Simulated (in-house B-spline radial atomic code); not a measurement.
Successive ionisation energies of gold; each step leads to the configuration of the next row (after the last: bare). Dirac energy differences include first-order Breit, QED and recoil terms. NIST's values go from ground level to ground level; the uncertainty of those that are theory runs from under 0.1 % in few-electron ions to several per cent in heavy many-electron ones. Computed with a radial B-spline atomic code at the basis-set limit: Dirac-Hartree-Fock, jj configuration that fills j = l - 1/2 first, finite nuclei.

A number in brackets counts the electrons of a j subshell.

| ion | configuration | ionisation energy (eV) | tabulated value (eV) | tabulated kind | computed minus tabulated (eV) | highest orbital | largest mean radius (bohr) |
| --- | --- | --- | --- | --- | --- | --- | --- |
| Au72+ | [He] 2s2 2p1/2(2) 2p3/2(1) | 19153.8 | 19150 | tabulated theory | 4 | 2p3/2 | 0.068501 |
| Au73+ | [He] 2s2 2p1/2(2) | ? | ? | tabulated theory | ? | ? | ? |
| Au74+ | [He] 2s2 2p1/2(1) | 21924.7 | 21920 | tabulated theory | 5 | 2p1/2 | 0.067924 |
| Au75+ | [He] 2s2 | ? | ? | tabulated theory | ? | ? | ? |
| Au76+ | [He] 2s1 | 22867.5 | 22868.1 | tabulated theory | -1 | 2s1/2 | 0.067338 |
| Au77+ | 1s2 | 91510.1 | 91515.8 | tabulated theory | -6 | 1s1/2 | 0.016778 |
| Au78+ | 1s1 | 93254.0 | 93254.62 | tabulated theory | -1 | 1s1/2 | 0.016683 |

Task: Fill in the row of Au73+.

Result: ionisation energy (eV): 21471.4; tabulated value (eV): 21470; computed minus tabulated (eV): 1; highest orbital: 2p1/2; largest mean radius (bohr): 0.068235.

Task: Fill in the row of Au75+.

Result: ionisation energy (eV): 22498.2; tabulated value (eV): 22500; computed minus tabulated (eV): -2; highest orbital: 2s1/2; largest mean radius (bohr): 0.067615.

Task: Where is the largest jump?

Result: From Au76+ to Au77+, by a factor of 4.00 (22868 to 91510 eV); the highest orbital goes from 2s1/2 to 1s1/2.
